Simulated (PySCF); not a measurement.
# Electron correlation in Sr (strontium, neutral)

[Kr] 5s2, closed-shell 1S. Calculation: PySCF 2.14, in def2-TZVP with the def2 core potential (28 electrons); scalar relativity through the core potential. Frozen: 4s2 4p6; 2 electrons correlated.

Total MP2 correlation energy: -17.37 mhartree.

Same-spin part 0.00 and opposite-spin part -17.37 mhartree; SCS-MP2 scales them by 1/3 and 6/5 to -20.84 mhartree.

With two correlated electrons CCSD is exact within the correlated space (frozen core and kept virtual orbitals).

```
level  correlation energy (mhartree)
 CCSD                         -25.68
```

Diagnostics: T1 = 0.014, D1 = 0.0194, largest double amplitude 0.121.

Problem. Is a single reference adequate?

Solution. Mostly. T1 lies below 0.03, but a double amplitude of this size points to a near-degeneracy that CCSD handles and MP2 describes poorly.
